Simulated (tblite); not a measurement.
Compound: C7H4S3.
Numbering: `[S:1]=[CH:2][c:3]1[cH:4][c:5]2[s:6][cH:7][cH:8][c:9]2[s:10]1` (hydrogens: H11 on C2; H12 on C4; H13 on C7; H14 on C8)

Structure optimised with GFN2-xTB, isolated species.

(1) List the bond lengths, angles and torsions at this level.

Answers

(1) 
```json
{"bond": "S1=C2", "length (pm)": "163.5", "order": "double"}
{"bond": "C2–C3", "length (pm)": "140.9", "order": "single"}
{"bond": "C3–C4", "length (pm)": "138.4", "order": "aromatic"}
{"bond": "C4–C5", "length (pm)": "139.2", "order": "aromatic"}
{"bond": "C5–S6", "length (pm)": "173.1", "order": "aromatic"}
{"bond": "S6–C7", "length (pm)": "172.9", "order": "aromatic"}
{"bond": "C7–C8", "length (pm)": "136.0", "order": "aromatic"}
{"bond": "C8–C9", "length (pm)": "140.6", "order": "aromatic"}
{"bond": "C9–S10", "length (pm)": "172.0", "order": "aromatic"}
{"bond": "C3–S10", "length (pm)": "176.4", "order": "aromatic"}
{"bond": "C5–C9", "length (pm)": "140.1", "order": "aromatic"}
{"bond": "C2–H11", "length (pm)": "108.6", "order": "single"}
{"bond": "C4–H12", "length (pm)": "107.4", "order": "single"}
{"bond": "C7–H13", "length (pm)": "107.2", "order": "single"}
{"bond": "C8–H14", "length (pm)": "107.4", "order": "single"}
```

Orders are formal, as drawn. A selection of angles:
```json
{"angle": "S1–C2–C3", "degrees": "124.2"}
{"angle": "S1–C2–H11", "degrees": "119.1"}
{"angle": "C3–C2–H11", "degrees": "116.7"}
{"angle": "C2–C3–C4", "degrees": "128.2"}
{"angle": "C2–C3–S10", "degrees": "119.7"}
{"angle": "C4–C3–S10", "degrees": "112.1"}
{"angle": "C3–C4–C5", "degrees": "111.7"}
{"angle": "C3–C4–H12", "degrees": "122.6"}
{"angle": "C5–C4–H12", "degrees": "125.7"}
{"angle": "C4–C5–S6", "degrees": "135.0"}
{"angle": "C4–C5–C9", "degrees": "114.2"}
{"angle": "S6–C5–C9", "degrees": "110.8"}
{"angle": "C5–S6–C7", "degrees": "90.4"}
{"angle": "S6–C7–C8", "degrees": "114.2"}
{"angle": "S6–C7–H13", "degrees": "118.5"}
{"angle": "C8–C7–H13", "degrees": "127.3"}
{"angle": "C7–C8–C9", "degrees": "111.0"}
{"angle": "C7–C8–H14", "degrees": "124.5"}
{"angle": "C9–C8–H14", "degrees": "124.5"}
{"angle": "C8–C9–S10", "degrees": "135.0"}
{"angle": "C5–C9–C8", "degrees": "113.6"}
{"angle": "C5–C9–S10", "degrees": "111.4"}
{"angle": "C3–S10–C9", "degrees": "90.6"}
```

Dihedral angles: S1–C2–C3–C4 0° (synperiplanar).

The 5-membered ring C5–S6–C7–C8–C9 has internal angles of 90.4° to 114.2°; it is planar, 0.00 Å rms from its mean plane, widest ring torsion 0°. The 5 C–S bonds span 1.635 Å (S1=C2, drawn double) to 1.764 Å (C3–S10, aromatic), a spread of 0.129 Å. The 10 heavy atoms lie in one plane (0.000 Å rms). Of the pairs four or more bonds apart, S1···H12 is among the closest relative to their van der Waals radii: 2.93 Å, 98 % of the sum of Bondi's values. The 6 C–C bonds span 1.360 Å (C7–C8, aromatic) to 1.409 Å (C2–C3, drawn single), a spread of 0.049 Å. The 5-membered ring C3–C4–C5–C9–S10 has internal angles of 90.6° to 114.2°; it is planar, 0.00 Å rms from its mean plane, widest ring torsion 0°.

Point group: Cs (tolerance 0.08 Å). Its GFN2-xTB frequencies are all real (lowest 72 cm⁻¹). The numbers are those of one conformer.

Hardware: one thread of an Arm Neoverse V1, shared host. Cost: 0.25 s of wall time. These figures are those of the optimisation.

All values are computed, not measured.
